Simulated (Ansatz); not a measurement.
CH3BFNS, SMILES `B/N=C(/F)S`. Charge 0, multiplicity 1.

```
atom   x (Å)   y (Å)   z (Å)
  B1  -1.737  -0.021  -0.503
  N2  -0.410  -0.141  -0.196
  C3   0.772  -0.177   0.118
  F4   1.567  -1.198  -0.236
  S5   1.609   1.051   1.048
  H6  -2.550  -0.474   0.251
  H7  -2.050   0.529  -1.519
  H8   2.799   0.430   1.036
```

List the harmonic frequencies (cm⁻¹, unscaled) at PBE0-D4/def2-TZVP in Ansatz. (Estimate.)

The calculation gave: 82, 182, 205, 347, 436, 489, 605, 672, 914, 923, 985, 1095, 1167, 1313, 1982, 2575, 2657, 2724.

Is this a minimum?

Yes, all 18 modes are real.

Give the ideal-gas thermochemistry at 298.15 K and 1 bar (rigid rotor, harmonic oscillator; point group Cs, symmetry number 1).

Zero-point energy 115.8 kJ/mol; H(298) − E = 134.2 kJ/mol; entropy 327.0 J/(mol·K), of which translation 165.1, rotation 110.8, vibration 51.1; G(298) − E = 36.7 kJ/mol. Modes under 100 cm⁻¹ are hindered rotations or soft bends, so the harmonic entropy is rough.

And at 400, 500, 600, 800 and 1000 K?


| T (K) | H − E (kJ/mol) | S (J/mol/K) | G − E (kJ/mol) |
| --- | --- | --- | --- |
| 400 | 144.3 | 356.0 | 1.9 |
| 500 | 155.6 | 381.0 | -34.9 |
| 600 | 167.9 | 403.5 | -74.2 |
| 800 | 194.9 | 442.2 | -158.9 |
| 1000 | 224.3 | 475.0 | -250.7 |
